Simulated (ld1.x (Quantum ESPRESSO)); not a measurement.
**Al (Z = 13): one change to a TM potential, before and after**

aluminium (Al), norm-conserving Troullier–Martins (Kleinman–Bylander form), made with ld1.x (Quantum ESPRESSO) 7.5 (LDA (PZ), scalar-relativistic). Core [Ne], reference 3s2 3p1. Waves: 3s (bound): rc 1.90 bohr; 3p (bound): rc 2.15 bohr; 3d channel at 0.05 Ry: rc 2.00 bohr. Local part: all-electron potential smoothed inside 1.75 bohr (lloc = -1). Core correction: Bessel-smoothed model core, default radius (core density twice the valence density).

All-electron outer shells of the reference configuration (LDA (PZ), scalar-relativistic, ld1.x):

```tsv
shell	level (eV)	outermost node (bohr)	outermost maximum (bohr)
2s	-107.50	0.17	0.50
2p	-69.71	–	0.43
3s	-7.84	0.80	2.06
3p	-2.79	0.82	2.64
```

Change: local potential all-electron potential smoothed inside 2.06 bohr (lloc = -1).

Cutoffs: the cutoffs (Ry, on a coarse ladder) from which the occupation-weighted sum of valence levels, in a spherical-Bessel basis at the reference potential, stays within 10 and 1 mRy of its value at 400 Ry; they do not see the model core or the augmentation charge, which bear on the density cutoff. Errors are all-electron minus pseudo energies relative to the spin-unpolarised reference configuration.

Question: Predict the effect on cutoff, ghosts and configuration errors.

Answer: The potential gets neither clearly harder nor softer (10 Ry and 30 Ry → 10 Ry and 30 Ry); of the 9 tests that both files solve, the error grows in 0 and shrinks in 2 by more than 15 % and 0.3 meV (median size 2.5 → 2.3 meV); neither file shows a bound ghost.

```csv
quantity,base,changed
"cutoff, loose",10 Ry,10 Ry
"cutoff, tight",30 Ry,30 Ry
bound ghosts,none,none
"error for 3s2 3p0, meV [ΔE 5.85 eV]",+2.5,+2.3
"error for 3s1 3p0, meV [ΔE 25.22 eV]",+19,+16
"error for 3s2 3p0.5, meV [ΔE 2.13 eV]",+0.4,+0.4
"error for 3s1 3p1, meV [ΔE 11.67 eV]",+4.1,+3.4
"error for 3s0 3p3, meV [ΔE 10.51 eV]",-6.6,-7.0
"error for 3s1 3p2, meV [ΔE 5.16 eV]",-1.3,-1.5
"error for 3s2 3p1.3, meV [ΔE -0.60 eV]",+0.1,+0.1
"error for 3s2 3p1 (spin-polarised), meV [ΔE -0.14 eV]",+0.8,+0.8
"error for 3s1 3p0 (spin-polarised), meV [ΔE 24.80 eV]",+14,+12
s: phases at 2.35 bohr within 0.05 rad from the reference energy up to (Ry; the scan ends near 5),1.8,2.1
p: phases at 2.35 bohr within 0.05 rad from the reference energy up to (Ry; the scan ends near 5),2.7,2.9
d: phases at 2.35 bohr within 0.05 rad from the reference energy up to (Ry; the scan ends near 5),4.8,4.6
```
